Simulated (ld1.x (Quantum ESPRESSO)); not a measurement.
What the settings do to the TM potential of molybdenum (Mo)

Base potential:

Mo, norm-conserving Troullier–Martins (Kleinman–Bylander form), made with ld1.x (Quantum ESPRESSO) 7.5 (PBE, scalar-relativistic). Core [Kr], reference 4d4 5s0 5p0 (charge +2). Waves: 5s (bound, empty): rc 2.50 bohr; 5p (bound, empty): rc 2.55 bohr; 4d (bound): rc 1.90 bohr. Local part: all-electron potential smoothed inside 1.60 bohr (lloc = -2). Core correction: Bessel-smoothed model core inside 2.00 bohr.

Cutoffs, loose and tight: the cutoffs (Ry, on a coarse ladder) from which the occupation-weighted sum of valence levels, in a spherical-Bessel basis at the reference potential, stays within 10 and 1 mRy of its value at 400 Ry. They do not see the model core or the augmentation charge, which bear on the density cutoff. Test errors are all-electron minus pseudo excitation energies from the reference, over the configurations 4d5 5s1 5p0; 4d5 5s0 5p0; 4d3 5s0 5p0; 4d5.5 5s0.5 5p0; 4d4 5s1 5p1; 4d2 5s0 5p0; 4d5 5s0.5 5p0. A dash means not determined; rows that change the core or the reference have their own tests. The largest error is taken over the tests solved by every variant that gives reliable tests at all: 4d2 5s0 5p0; 4d3 5s0 5p0; 4d5 5s0 5p0; 4d5 5s0.5 5p0; 4d5 5s1 5p0; 4d5.5 5s0.5 5p0.

A true bound ghost makes a file unfit for plane-wave use even where its test errors are small: the radial tests pick states by their node count and pass the ghost by. Where a test does run into it, the solver fails or the error is huge.

```tsv
change	outcome	cutoff, loose	cutoff, tight	bound ghosts	largest test error (meV)
base	generated	40 Ry	50 Ry	s, p	-855
local potential all-electron potential smoothed inside 1.04 bohr (lloc = -2)	generated	40 Ry	50 Ry	s, p	-844
core correction Bessel-smoothed model core inside 1.78 bohr	generated	40 Ry	50 Ry	s, p	-874
wave 5p (bound): rc 2.55 bohr becomes 5p (bound): rc 3.76 bohr	generated	40 Ry	50 Ry	s, p	-855
reference 4d5 5s1 5p0	generated	40 Ry	50 Ry	s	-393
wave 5s (bound): rc 2.50 bohr becomes 5s (bound): rc 2.42 bohr	generated	40 Ry	50 Ry	s, p	-855
fully relativistic	generated	40 Ry	50 Ry	s, p3/2, p1/2	-851
all radii but the core radius scaled by about 1.39 (s 3.48, p 3.54, d 2.64 bohr); local potential all-electron potential smoothed inside 2.22 bohr (lloc = -2)	generated	30 Ry	35 Ry	s	-700
wave 4d (bound): rc 1.90 bohr becomes 4d (bound): rc 1.96 bohr	generated	40 Ry	45 Ry	s, p	-851
core [Ar] 3d10, valence charge 14; reference 4s2 4p6 4d4 5s0 5p0; waves now 4p (bound): rc 1.75 bohr; 4d (bound): rc 2.05 bohr; 4s (bound): rc 1.90 bohr; local potential the s channel; core correction none	generated	40 Ry	55 Ry	none	+3407
wave 5s (bound): rc 2.50 bohr becomes 5s (bound): rc 3.54 bohr	generated	40 Ry	50 Ry	s, p	-855
core [Ar] 3d10, valence charge 14; reference 4s2 4p6 4d5 5s0 5p0; waves now 4p (bound): rc 1.75 bohr; 4d (bound): rc 1.60 bohr; 4s (bound): rc 1.90 bohr; local potential the s channel; core correction Bessel-smoothed model core, default radius (core density twice the valence density)	generated	45 Ry	55 Ry	none	+2503
```

**Question.** What comes out with this change to the base: local potential the s channel?

**Answer.** outcome: generated; cutoff, loose: 40 Ry; cutoff, tight: 50 Ry; bound ghosts: none; largest test error (meV): -1091.
